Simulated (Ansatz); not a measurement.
Ansatz (an electronic-structure program) input for Al(GeH3)(H)(OMe) (CH7AlGeO), SMILES C[O][AlH][GeH3], B3LYP-D3(BJ)/def2-SVP. 

Ansatz 0.2 input:
```yaml
crystal:
  periodic: [false, false, false]
  atoms:
    - {symbol: Al, position_ang: [1.05501173, 0.06676025, -0.38724049]}
    - {symbol: Ge, position_ang: [-0.56071151, 0.06788108, 1.41963515]}
    - {symbol: H, position_ang: [-0.93428637, -1.25304072, 2.05542169]}
    - {symbol: H, position_ang: [-0.34933127, 0.90742354, 2.65597114]}
    - {symbol: H, position_ang: [-1.93303564, 0.54670134, 0.99071973]}
    - {symbol: H, position_ang: [2.57136044, 0.22609133, -0.19123965]}
    - {symbol: O, position_ang: [0.51988089, -0.11662108, -1.93173488]}
    - {symbol: C, position_ang: [0.11479363, -0.26829187, -3.26601525]}
    - {symbol: H, position_ang: [0.61621734, -1.13058387, -3.70954817]}
    - {symbol: H, position_ang: [-0.96532336, -0.42014910, -3.30989820]}
    - {symbol: H, position_ang: [0.37420595, 0.62619927, -3.83565459]}
basis:
  gaussian:
    orbitals: def2-SVP
hamiltonian:
  xc: b3lyp
  dispersion: d3bj
relax: {f_tol: 0.002, max_steps: 200}
```

Log of the run:

```
[...]
these checks for a lower state are left out or cut short: starts, cluster_reference, orbital_swaps, neighbouring_geometries, increment
integrals: 0.07 GiB planned
1199 factors; integrals over basis functions are off by at most 5.4e-4 eV
mean field: 0.55 GiB planned
mean field evaluation 224: about -66304.5593 eV, gradient 2.8e-3 eV
mean field -66304.57380934 eV, -2436.6481446390 hartree, gradient 8.4e-5 eV, S^2 0.000000; 0 other end points of the search recorded, 0 dependent functions left out
the calculation of the forces begins
reference -66304.57410067 eV, -2436.6481553453 hartree; 33, 33 occupied and 80, 80 virtual orbitals, 1199 factors
relax step  37: F+E_penalty+E_count = -66304.91925321 eV  Δ(F+E_penalty+E_count) = -3.887e-5 eV  max|allowed force component| = 5.370e-3 eV/Å  Δτ_max = 0.0321 Å  (25 SCF iters, accepted)
these checks for a lower state are left out or cut short: starts, cluster_reference, orbital_swaps, neighbouring_geometries, increment
integrals: 0.07 GiB planned
1199 factors; integrals over basis functions are off by at most 5.4e-4 eV
mean field: 0.55 GiB planned
mean field -66304.57368115 eV, -2436.6481399281 hartree, gradient 8.3e-5 eV, S^2 0.000000; 0 other end points of the search recorded, 0 dependent functions left out
the calculation of the forces begins
reference -66304.57397229 eV, -2436.6481506274 hartree; 33, 33 occupied and 80, 80 virtual orbitals, 1199 factors
relax step  38: F+E_penalty+E_count = -66304.91926164 eV  Δ(F+E_penalty+E_count) = -8.430e-6 eV  max|allowed force component| = 9.425e-3 eV/Å  Δτ_max = 0.0374 Å  (23 SCF iters, accepted)
these checks for a lower state are left out or cut short: starts, cluster_reference, orbital_swaps, neighbouring_geometries, increment
integrals: 0.07 GiB planned
1199 factors; integrals over basis functions are off by at most 5.4e-4 eV
mean field: 0.55 GiB planned
mean field -66304.57376651 eV, -2436.6481430648 hartree, gradient 6.0e-5 eV, S^2 0.000000; 0 other end points of the search recorded, 0 dependent functions left out
the calculation of the forces begins
reference -66304.57405765 eV, -2436.6481537643 hartree; 33, 33 occupied and 80, 80 virtual orbitals, 1199 factors
relax step  39: F+E_penalty+E_count = -66304.91927639 eV  Δ(F+E_penalty+E_count) = -1.476e-5 eV  max|allowed force component| = 6.503e-3 eV/Å  Δτ_max = 0.0048 Å  (18 SCF iters, accepted)
these checks for a lower state are left out or cut short: starts, cluster_reference, orbital_swaps, neighbouring_geometries, increment
integrals: 0.07 GiB planned
1199 factors; integrals over basis functions are off by at most 5.4e-4 eV
mean field: 0.55 GiB planned
mean field -66304.57380731 eV, -2436.6481445644 hartree, gradient 2.8e-5 eV, S^2 0.000000; 0 other end points of the search recorded, 0 dependent functions left out
the calculation of the forces begins
reference -66304.57409847 eV, -2436.6481552643 hartree; 33, 33 occupied and 80, 80 virtual orbitals, 1199 factors
relax step  40: F+E_penalty+E_count = -66304.91928132 eV  Δ(F+E_penalty+E_count) = -4.926e-6 eV  max|allowed force component| = 6.166e-3 eV/Å  Δτ_max = 0.0031 Å  (19 SCF iters, accepted)
these checks for a lower state are left out or cut short: starts, cluster_reference, orbital_swaps, neighbouring_geometries, increment
integrals: 0.07 GiB planned
1199 factors; integrals over basis functions are off by at most 5.4e-4 eV
mean field: 0.55 GiB planned
mean field -66304.57383152 eV, -2436.6481454540 hartree, gradient 2.4e-5 eV, S^2 0.000000; 0 other end points of the search recorded, 0 dependent functions left out
the calculation of the forces begins
reference -66304.57412264 eV, -2436.6481561526 hartree; 33, 33 occupied and 80, 80 virtual orbitals, 1199 factors
relax step  41: F+E_penalty+E_count = -66304.91928938 eV  Δ(F+E_penalty+E_count) = -8.061e-6 eV  max|allowed force component| = 5.528e-3 eV/Å  Δτ_max = 0.0100 Å  (21 SCF iters, accepted)
these checks for a lower state are left out or cut short: starts, cluster_reference, orbital_swaps, neighbouring_geometries, increment
integrals: 0.07 GiB planned
1199 factors; integrals over basis functions are off by at most 5.4e-4 eV
mean field: 0.55 GiB planned
mean field -66304.57393221 eV, -2436.6481491544 hartree, gradient 8.4e-5 eV, S^2 0.000000; 0 other end points of the search recorded, 0 dependent functions left out
the calculation of the forces begins
reference -66304.57422331 eV, -2436.6481598519 hartree; 33, 33 occupied and 80, 80 virtual orbitals, 1199 factors
relax step  42: F+E_penalty+E_count = -66304.91930269 eV  Δ(F+E_penalty+E_count) = -1.331e-5 eV  max|allowed force component| = 1.076e-2 eV/Å  Δτ_max = 0.0469 Å  (23 SCF iters, accepted)
these checks for a lower state are left out or cut short: starts, cluster_reference, orbital_swaps, neighbouring_geometries, increment
integrals: 0.07 GiB planned
1199 factors; integrals over basis functions are off by at most 5.4e-4 eV
mean field: 0.55 GiB planned
mean field evaluation 256: about -66304.5739 eV, gradient 1.3e-5 eV
mean field -66304.57394371 eV, -2436.6481495771 hartree, gradient 1.3e-5 eV, S^2 0.000000; 0 other end points of the search recorded, 0 dependent functions left out
the calculation of the forces begins
reference -66304.57423481 eV, -2436.6481602748 hartree; 33, 33 occupied and 80, 80 virtual orbitals, 1199 factors
relax step  43: F+E_penalty+E_count = -66304.91931304 eV  Δ(F+E_penalty+E_count) = -1.035e-5 eV  max|allowed force component| = 5.935e-3 eV/Å  Δτ_max = 0.0068 Å  (21 SCF iters, accepted)
these checks for a lower state are left out or cut short: starts, cluster_reference, orbital_swaps, neighbouring_geometries, increment
integrals: 0.07 GiB planned
1199 factors; integrals over basis functions are off by at most 5.4e-4 eV
mean field: 0.55 GiB planned
mean field -66304.57399380 eV, -2436.6481514177 hartree, gradient 1.3e-5 eV, S^2 0.000000; 0 other end points of the search recorded, 0 dependent functions left out
the calculation of the forces begins
reference -66304.57428492 eV, -2436.6481621163 hartree; 33, 33 occupied and 80, 80 virtual orbitals, 1199 factors
relax step  44: F+E_penalty+E_count = -66304.91932452 eV  Δ(F+E_penalty+E_count) = -1.148e-5 eV  max|allowed force component| = 5.802e-3 eV/Å  Δτ_max = 0.0109 Å  (21 SCF iters, accepted)
these checks for a lower state are left out or cut short: starts, cluster_reference, orbital_swaps, neighbouring_geometries, increment
integrals: 0.07 GiB planned
1199 factors; integrals over basis functions are off by at most 5.4e-4 eV
mean field: 0.55 GiB planned
mean field -66304.57410600 eV, -2436.6481555408 hartree, gradient 8.4e-5 eV, S^2 0.000000; 0 other end points of the search recorded, 0 dependent functions left out
the calculation of the forces begins
reference -66304.57439721 eV, -2436.6481662429 hartree; 33, 33 occupied and 80, 80 virtual orbitals, 1199 factors
relax step  45: F+E_penalty+E_count = -66304.91934055 eV  Δ(F+E_penalty+E_count) = -1.603e-5 eV  max|allowed force component| = 4.593e-3 eV/Å  Δτ_max = 0.0325 Å  (25 SCF iters, accepted)
these checks for a lower state are left out or cut short: starts, cluster_reference, orbital_swaps, neighbouring_geometries, increment
integrals: 0.07 GiB planned
1199 factors; integrals over basis functions are off by at most 5.4e-4 eV
mean field: 0.55 GiB planned
mean field -66304.57419323 eV, -2436.6481587466 hartree, gradient 8.5e-5 eV, S^2 0.000000; 0 other end points of the search recorded, 0 dependent functions left out
the calculation of the forces begins
reference -66304.57448451 eV, -2436.6481694511 hartree; 33, 33 occupied and 80, 80 virtual orbitals, 1199 factors
relax step  46: F+E_penalty+E_count = -66304.91933936 eV  Δ(F+E_penalty+E_count) = +1.190e-6 eV  max|allowed force component| = 4.486e-3 eV/Å  Δτ_max = 0.0299 Å  (24 SCF iters, rejected (line search))
these checks for a lower state are left out or cut short: starts, cluster_reference, orbital_swaps, neighbouring_geometries, increment
integrals: 0.07 GiB planned
1199 factors; integrals over basis functions are off by at most 5.4e-4 eV
mean field: 0.55 GiB planned
mean field -66304.57414538 eV, -2436.6481569881 hartree, gradient 2.1e-5 eV, S^2 0.000000; 0 other end points of the search recorded, 0 dependent functions left out
the calculation of the forces begins
reference -66304.57443663 eV, -2436.6481676916 hartree; 33, 33 occupied and 80, 80 virtual orbitals, 1199 factors
relax step  47: F+E_penalty+E_count = -66304.91934532 eV  Δ(F+E_penalty+E_count) = -4.761e-6 eV  max|allowed force component| = 2.436e-3 eV/Å  Δτ_max = 0.0146 Å  (21 SCF iters, accepted)
these checks for a lower state are left out or cut short: starts, cluster_reference, orbital_swaps, neighbouring_geometries, increment
integrals: 0.07 GiB planned
1199 factors; integrals over basis functions are off by at most 5.4e-4 eV
mean field: 0.55 GiB planned
mean field -66304.57413625 eV, -2436.6481566525 hartree, gradient 1.2e-5 eV, S^2 0.000000; 0 other end points of the search recorded, 0 dependent functions left out
the calculation of the forces begins
reference -66304.57442753 eV, -2436.6481673569 hartree; 33, 33 occupied and 80, 80 virtual orbitals, 1199 factors
relax step  48: F+E_penalty+E_count = -66304.91934543 eV  Δ(F+E_penalty+E_count) = -1.179e-7 eV  max|allowed force component| = 2.256e-3 eV/Å  Δτ_max = 0.0105 Å  (21 SCF iters, accepted)
these checks for a lower state are left out or cut short: starts, cluster_reference, orbital_swaps, neighbouring_geometries, increment
integrals: 0.07 GiB planned
1199 factors; integrals over basis functions are off by at most 5.4e-4 eV
mean field: 0.55 GiB planned
mean field evaluation 288: about -66304.5741 eV, gradient 2.1e-5 eV
mean field -66304.57414567 eV, -2436.6481569989 hartree, gradient 2.1e-5 eV, S^2 0.000000; 0 other end points of the search recorded, 0 dependent functions left out
the calculation of the forces begins
reference -66304.57443695 eV, -2436.6481677033 hartree; 33, 33 occupied and 80, 80 virtual orbitals, 1199 factors
relax step  49: F+E_penalty+E_count = -66304.91934673 eV  Δ(F+E_penalty+E_count) = -1.300e-6 eV  max|allowed force component| = 1.406e-3 eV/Å  Δτ_max = 0.0008 Å  (17 SCF iters, accepted)
integrals: 0.07 GiB planned
1199 factors; integrals over basis functions are off by at most 5.4e-4 eV
mean field: 0.55 GiB planned
mean field -66304.57414567 eV, -2436.6481569989 hartree, gradient 2.1e-5 eV, S^2 0.000000; 1 other end points of the search recorded, 0 dependent functions left out
the calculation of the forces begins
reference -66304.57443695 eV, -2436.6481677033 hartree; 33, 33 occupied and 80, 80 virtual orbitals, 1199 factors
Total energy: -66304.91963801 eV, -2436.6608536083 hartree
Atom 0 at     1.317268    -0.046446    -0.380577 Å, force    -0.000088     0.000358     0.001281 eV/Å
Atom 1 at    -0.648879    -0.003852     1.132038 Å, force    -0.000127     0.000278     0.000269 eV/Å
Atom 2 at    -0.675710    -1.226852     2.082059 Å, force    -0.000361     0.000295    -0.000722 eV/Å
Atom 3 at    -0.651206     1.246151     2.046443 Å, force     0.000026    -0.000339    -0.000718 eV/Å
Atom 4 at    -2.000429    -0.001721     0.377903 Å, force     0.000150    -0.000306     0.000802 eV/Å
Atom 5 at     2.825968    -0.025685     0.084188 Å, force    -0.000048    -0.000094    -0.000112 eV/Å
Atom 6 at     1.078853    -0.103609    -2.063481 Å, force     0.001406    -0.000375    -0.001298 eV/Å
Atom 7 at     0.034541    -0.138659    -2.991197 Å, force    -0.000788     0.000166     0.000700 eV/Å
Atom 8 at     0.096705    -1.052704    -3.608850 Å, force     0.000031    -0.000047    -0.000121 eV/Å
Atom 9 at    -0.964269    -0.121325    -2.513151 Å, force    -0.000129    -0.000107    -0.000030 eV/Å
Atom 10 at     0.095939     0.727074    -3.674959 Å, force    -0.000073     0.000171    -0.000051 eV/Å
Dipole moment:    -0.112210    -0.005424    -0.154809 e Å
```

The calculation finished and met its thresholds.
